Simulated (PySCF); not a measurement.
PySCF 2.14 output of an unrestricted M06-L calculation on a single atom or ion in jorge-DZP-DKH (8s6p2d1f, 43 functions), with the spin-free X2C one-electron Hamiltonian (Gaussian nucleus):

```
SCF conv_tol = 1e-09
number electrons alpha = 18  beta = 17
    Y. Zhao and D. G. Truhlar.,  J. Chem. Phys. 125, 194101 (2006)
    Y. Zhao and D. G. Truhlar.,  J. Chem. Phys. 125, 194101 (2006)
    Y. Zhao and D. G. Truhlar.,  Theor. Chem. Acc. 120, 215 (2008)
cycle= 1 E= -2789.2439824194  delta_E= -0.00305  |g|= 0.0249  |ddm|= 0.084
cycle= 2 E= -2789.24400588137  delta_E= -2.35e-05  |g|= 0.0119  |ddm|= 0.00938
cycle= 3 E= -2789.24401364611  delta_E= -7.76e-06  |g|= 0.00196  |ddm|= 0.00227
cycle= 4 E= -2789.24401403924  delta_E= -3.93e-07  |g|= 0.000199  |ddm|= 0.0014
cycle= 5 E= -2789.24401405016  delta_E= -1.09e-08  |g|= 1.71e-05  |ddm|= 0.000276
cycle= 6 E= -2789.24401405025  delta_E= -8.91e-11  |g|= 2.44e-07  |ddm|= 2.43e-05
converged SCF energy = -2789.24401405025  <S^2> = 0.75036518  2S+1 = 2.0003651
```

The run itself started from symmetry-adapted Hartree-Fock orbitals and held the occupation by maximum overlap, on a logarithmic radial grid, so the iterations belong to that start.

Which element, charge and spin multiplicity is this?

Kr⁺ (krypton, charge +1), multiplicity 2; the state was [Ar] 3d10 4s2 4p5, 2P determinant.
